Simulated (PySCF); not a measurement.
Converging AlI in the basis (MP2)

PySCF, RHF reference; singlet, unpaired electrons none; De to Al + I without counterpoise correction. Frozen cores follow the default of each basis and core potential.

```json
{"basis": "def2-SVP", "relativity": "scalar-relativistic core potentials", "functions": "44", "Re (Å)": "2.541", "ωe (cm⁻¹)": "328", "De (eV)": "3.79", "frozen orbitals": "9"}
{"basis": "x2c-SVPall", "relativity": "spin-free X2C", "functions": "54", "Re (Å)": "2.542", "ωe (cm⁻¹)": "329", "De (eV)": "3.84", "frozen orbitals": "23"}
{"basis": "def2-SVPD", "relativity": "scalar-relativistic core potentials", "functions": "59", "Re (Å)": "2.563", "ωe (cm⁻¹)": "312", "De (eV)": "3.84", "frozen orbitals": "9"}
{"basis": "def2-TZVPP", "relativity": "scalar-relativistic core potentials", "functions": "92", "Re (Å)": "2.536", "ωe (cm⁻¹)": "323", "De (eV)": "4.08", "frozen orbitals": "9"}
```

(1) How does each smaller set differ from the one with most functions, def2-TZVPP?

Measured (Huber and Herzberg, Constants of Diatomic Molecules (1979)): Re = 2.537102 Å, ωe = 316.1 cm⁻¹. Correlated steps freeze the inner cores (9 to 23 orbitals); shallow outer-core shells are correlated. Correlated levels converge slowly with the basis: in double zeta they bind strong bonds too weakly, by up to about 1 eV, and carry superposition errors of some tenths. These are scalar-relativistic numbers at best; spin–orbit coupling would shift them, the dissociation energy most. Where the molecule has an RHF reference, its open-shell atoms are computed with UHF.

## Answers

(1) def2-SVP: +0.5 pm, +1.5 % in ωe, -0.29 eV in De; x2c-SVPall: +0.6 pm, +1.9 % in ωe, -0.24 eV in De; def2-SVPD: +2.7 pm, -3.4 % in ωe, -0.24 eV in De. All at MP2; the set with most functions is neither the basis-set limit nor always the best. The rows treat relativity differently, so the differences are not basis effects alone.
